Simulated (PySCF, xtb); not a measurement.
Se(Me)(OMe) (C₂H₆OSe), SMILES CO[Se]C.

GFN2-xTB (xtb) at its own geometry gives an orbital gap of 3.58 eV and a dipole moment of 2.57 D.

The structure is a stationary point at B3LYP-D3(BJ)/def2-SVP. Other conformers were not sampled.

Task: What does PBE/def2-TZVP (PySCF) give? (An estimate is asked for; the answer gives what the named calculation found.)

Result: gap 3.27 eV (levels -5.12 and -1.85 eV), dipole 1.76 D.
